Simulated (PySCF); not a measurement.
## Levels of Sn⁴⁵⁺ from EOM-EA-GCCSD

Reference: closed-shell Sn⁴⁶⁺, [He] 2s2; one electron is added. Calculated with PySCF 2.14, two-component X2C-1e with screened spin-orbit coupling, an uncontracted even-tempered set (17 s from 6 bohr⁻², ratio 2.6; 13 p from 7.8 bohr⁻², ratio 2.6; 7 d from 8 bohr⁻², ratio 2.8; 4 f from 160 bohr⁻², ratio 2.8); frozen nothing; the 38 highest virtual spinors dropped; of the others 50 kept and the rest restored at second order. No Breit or QED terms. Binding energies in eV.

```csv
level,Koopmans
2p1/2,7795.3
2p3/2,7534.6
```

Question: How does correlation move these levels?

Answer: 2p1/2: second order 7794.8, EOM-CCSD 7791.8; 2p3/2: second order 7535.1, EOM-CCSD 7534.7.

For comparison, the ionisation energy of Sn⁴⁵⁺ is 7790 ± 4 eV (theoretical estimate listed by NIST; NIST Atomic Spectra Database, ionization energies).

Only part of the computed levels is shown.
